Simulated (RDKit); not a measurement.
Job for RDKit: UFF on H6OSi2 (SMILES [SiH3]O[SiH3]).

```python
from rdkit import Chem
from rdkit.Chem import AllChem, rdDetermineBonds

blocks = [
'''9

O    -0.00353091   -0.19026163   -0.42524608
Si    1.57835193   -0.04974655   -0.03034413
H     1.75403897   -0.21384656    1.43231085
H     2.33672238   -1.09996018   -0.74274767
H     2.08201609    1.28335801   -0.43292307
Si   -1.57883233    0.02167834   -0.03592979
H    -2.38067670   -0.99836990   -0.74455846
H    -1.76576841   -0.12610517    1.42706904
H    -2.02222103    1.37325363   -0.44763069
''',
]
mol = None
for b in blocks:
    f = Chem.MolFromXYZBlock(b)
    rdDetermineBonds.DetermineBonds(f, charge=0)
    mol = f if mol is None else Chem.CombineMols(mol, f)
Chem.SanitizeMol(mol)
print(Chem.MolToSmiles(Chem.RemoveHs(mol)))
ff = AllChem.UFFGetMoleculeForceField(mol, vdwThresh=100.0, ignoreInterfragInteractions=False)
e = ff.CalcEnergy()
print(f'UFF energy {e:.6f} kcal/mol')
```

Output:

```
[SiH3]O[SiH3]
UFF energy 53.177475 kcal/mol
```

The run finished.

Cost: around 0.04 core-seconds (rough).
